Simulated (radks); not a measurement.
The numbers below are computed, except where a source is named.
Spherical jellium clusters: N electrons in a uniform positive sphere of charge N and radius rs N^(1/3), rs = 2.97 bohr. Level of theory: non-relativistic Kohn-Sham, LDA (Slater exchange, Perdew-Wang correlation), spin-polarised, spherical densities (a radial shooting solver with Libxc functionals). Levels are named by radial order and angular momentum (1s, 1p, 1d, 2s, ...), and open shells are averaged over m.

N = 20, configuration 1s2 1p6 1d10 2s2. This is the lowest configuration that the search found. Occupied and some empty levels:

level  occupation  eigenvalue (eV)  <r> (bohr)
1s              2          -7.2234       5.069
1p              6          -5.8521       6.032
1d             10          -4.1406       6.798
2s              2          -3.3686       6.011
1f              0          -2.2114       7.595
2p              0          -1.5357       8.047
1g              0         -0.22330       8.845

Energy (eV): total -32.7929, kinetic 56.870, external -1580.4, Hartree 772.84, exchange-correlation -92.139, background 810.08. Static polarisability (adiabatic kernel): 801.1 bohr^3, against R^3 = 524.0 for a classical metal sphere.
